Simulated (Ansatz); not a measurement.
The cluster Ge3Se4. The state is a singlet with charge 0. Geometry PBE-D4/def2-SVP, basis def2-TZVP, Ansatz.

Cartesian coordinates in Å:
```
Ge 0.5120 0.0482 1.7900
Ge -0.5105 1.6969 -0.5748
Ge -1.2621 -2.2545 -1.0249
Se 1.0091 -1.7874 -1.6816
Se -1.8167 -0.4608 0.4636
Se 0.4506 2.4993 1.5473
Se 1.6176 0.2585 -0.5195
```

```
run  HOMO (eV)  LUMO (eV)
  A      -8.31      -1.28
  B      -6.15      -3.16
  C      -5.29      -3.76
  D      -5.53      -3.82
```

LC-ωPBE has ω = 0.4 bohr⁻¹. Another isomer (singlet) lies 0.46 eV lower at PBE0-D4/def2-TZVP; other spin states weren't run for this one.

The runs used LC-ωPBE, PBE, PBE0, r2SCAN. Estimate which is which.

A LC-ωPBE (range-separated); B PBE0 (25 % exact exchange); C PBE (0 % exact exchange); D r2SCAN (0 % exact exchange). Exact exchange lowers occupied and raises empty levels; among semilocal functionals meta-GGAs tend to open the gap a little, and such runs are hard to tell apart. The gap grows from 1.53 eV (PBE) to 7.03 eV (LC-ωPBE).
